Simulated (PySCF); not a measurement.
## Löwdin shares of the frontier orbitals

Compound: C₇H₁₃BO₂.
Geometry (PBE0-D3(BJ)/def2-SVP, Å), atoms numbered from 1 in this order:
```xyz
23
C7H13BO2 angstrom
C     -1.6086   -1.9724   -0.2521
C     -1.8003   -0.6602   -0.4465
C     -3.0400    0.0366    0.0329
C     -0.7867    0.2087   -1.1478
B     -0.1239    1.2297   -0.1351
O     -0.6095    2.4981   -0.0617
O      0.9010    0.9173    0.7159
C      1.4557   -0.3565    0.7813
C      2.5363   -0.7269   -0.1846
C      2.8614   -0.4499    1.2604
H     -0.7135   -2.4783   -0.6253
H     -2.3478   -2.5836    0.2733
H     -2.7940    0.8764    0.7035
H     -3.7177   -0.6487    0.5605
H     -3.5853    0.4790   -0.8179
H     -1.2872    0.7936   -1.9377
H     -0.0155   -0.4181   -1.6206
H     -0.1471    3.0028    0.6184
H      0.7448   -1.1328    1.0842
H      2.5795   -1.7554   -0.5532
H      2.8233    0.0339   -0.9154
H      3.3540    0.4992    1.4860
H      3.1409   -1.2812    1.9121
```

Method used: TDDFT CAM-B3LYP/def2-SVPD, vertical, gas phase, core orbitals frozen in the response in PySCF.

Frontier orbitals with the atoms that hold most of them (Löwdin shares over 4%, at most four atoms; ? is withheld):

| orbital | ε (eV) | atoms |
| --- | --- | --- |
| LUMO+2 | 1.53 | C1 15%, H19 10%, H20 10%, H11 10% |
| LUMO+1 | 1.25 | C2 21%, C1 20%, C4 8%, H11 7% |
| LUMO | 0.86 | ? |
| HOMO | ? | ? |
| HOMO-1 | -9.27 | O7 26%, C9 23%, C8 22%, C10 9% |
| HOMO-2 | -9.82 | C10 28%, O7 19%, C8 15%, C9 15% |
| HOMO-3 | -10.87 | C4 21%, C2 17%, C1 12%, C3 10% |

Problem. Give the leading atoms of the LUMO.

Solution. B5 (bonded to C and 2 O) 38%; O6 (bonded to B and H) 17%; H18 (bonded to O) 9%; O7 (bonded to B and C) 8%. By element: boron 38%, oxygen 25%, hydrogen 9% or more.

Problem. Which atoms hold the HOMO, and with what shares?

Solution. C1 (bonded to C and 2 H) 36%; C2 (bonded to 3 C) 28%; C4 (bonded to B, C and 2 H) 8%; C3 (bonded to C and 3 H) 5%.

Problem. What is the HOMO energy, and the HOMO–LUMO gap?

Solution. ε(HOMO) = -8.20 eV; the gap is 9.06 eV (0.3328 hartree).

Problem. The HOMO–LUMO gap is 9.06 eV. Where does the response calculation put the lowest singlet, and from which orbitals?

Solution. S1 is at 6.50 eV (f = 0.093), 2.56 eV below the gap, made of HOMO→LUMO+1 (65%), HOMO→LUMO (19%). Its leading pair isn't HOMO and LUMO; the energies of that pair differ by 9.45 eV. 

Next come S2 at 6.73 eV (f 0.154), HOMO→LUMO (36%), HOMO→LUMO+1 (27%), HOMO→LUMO+2 (24%); S3 at 7.17 eV (f 0.050), HOMO→LUMO+2 (52%), HOMO→LUMO (30%); S4 at 7.45 eV (f 0.035), HOMO→LUMO+4 (33%), HOMO→LUMO+7 (12%), HOMO→LUMO+6 (11%); S5 at 7.50 eV (f 0.0026), HOMO-1→LUMO (59%), HOMO→LUMO+3 (17%).

One conformer stands for the species.
